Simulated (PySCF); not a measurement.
Species: C8H10.
SMILES with atom numbers: `[CH:1]#[C:2][C:3]([CH3:4])=[C:5]1[CH2:6][CH2:7][CH2:8]1`

Geometry (GFN2-xTB, Å), atoms numbered from 1 in this order:
```xyz
18
C8H10 angstrom
C     -2.2063    2.4082   -0.1407
C     -1.6699    1.3383   -0.2385
C     -1.0646    0.0631   -0.3582
C     -1.9963   -1.0953   -0.5770
C      0.2579   -0.0648   -0.2773
C      1.1976   -1.2351   -0.3651
C      2.3726   -0.2583   -0.1656
C      1.3787    0.9146   -0.0706
H     -2.6685    3.3456   -0.0534
H     -2.5604   -0.9552   -1.4990
H     -2.7113   -1.1633    0.2426
H     -1.4384   -2.0259   -0.6400
H      1.0778   -1.9736    0.4287
H      1.1905   -1.7545   -1.3243
H      2.9519   -0.4317    0.7385
H      3.0520   -0.1996   -1.0128
H      1.4712    1.6662   -0.8545
H      1.3567    1.4275    0.8909
```

Probes without a nucleus sit at each ring's centroid and 1 Å off its mean plane on both sides; NICS is minus the shielding there, NICSzz its component along the normal. Level: GIAO PBE0/pcSseg-1 (PySCF, non-relativistic, gas phase) on the GFN2-xTB geometry, one conformer.

Ring bond lengths (Å), with Mayer bond orders in brackets: C5–C6 1.503 (1.06), C6–C7 1.541 (1.04), C7–C8 1.540 (1.04), C8–C5 1.503 (1.07).

What do the NICS probes read (ppm)?

| ring | type | NICS(0) | NICS(1), two faces | NICS(1)zz, two faces | rms pucker (Å) | centre to ring atoms, mean (Å) |
| --- | --- | --- | --- | --- | --- | --- |
| C5–C6–C7–C8 | 4-membered carbocycle; formal bonds all single | 3.6 | -0.3 / -0.3 | 3.1 / 3.0 | 0.00 | 1.08 |

What do they say, and how far can they be read as aromaticity?

- C5–C6–C7–C8: mean NICS(1)zz 3.1 ppm, deshielded. C6, C7, C8 have four or more neighbours, so the value isn't read as a sign of a π ring current.

What are the shieldings of the ring atoms and their hydrogens in the same run (means over atoms taken as equivalent)?

```json
{"atoms": "C5", "environment": "fully substituted alkene carbon", "σ isotropic (ppm)": "27.2", "principal values of the symmetric part, first atom (ppm)": "-81.2, 23.9, 138.8"}
{"atoms": "C6", "environment": "allylic carbon", "σ isotropic (ppm)": "156.4", "principal values of the symmetric part, first atom (ppm)": "148.4, 150.4, 170.4"}
{"atoms": "C7", "environment": "four-membered-ring carbon", "σ isotropic (ppm)": "171.5", "principal values of the symmetric part, first atom (ppm)": "162.3, 170.8, 181.5"}
{"atoms": "C8", "environment": "allylic carbon", "σ isotropic (ppm)": "155.1", "principal values of the symmetric part, first atom (ppm)": "145.0, 149.7, 170.7"}
{"atoms": "H13 (×2)", "environment": "methylene hydrogen", "σ isotropic (ppm)": "28.83", "principal values of the symmetric part, first atom (ppm)": "24.9, 28.1, 33.5"}
{"atoms": "H15 (×2)", "environment": "methylene hydrogen", "σ isotropic (ppm)": "29.69", "principal values of the symmetric part, first atom (ppm)": "26.8, 26.9, 35.5"}
{"atoms": "H17 (×2)", "environment": "methylene hydrogen", "σ isotropic (ppm)": "28.75", "principal values of the symmetric part, first atom (ppm)": "24.8, 28.2, 33.3"}
```
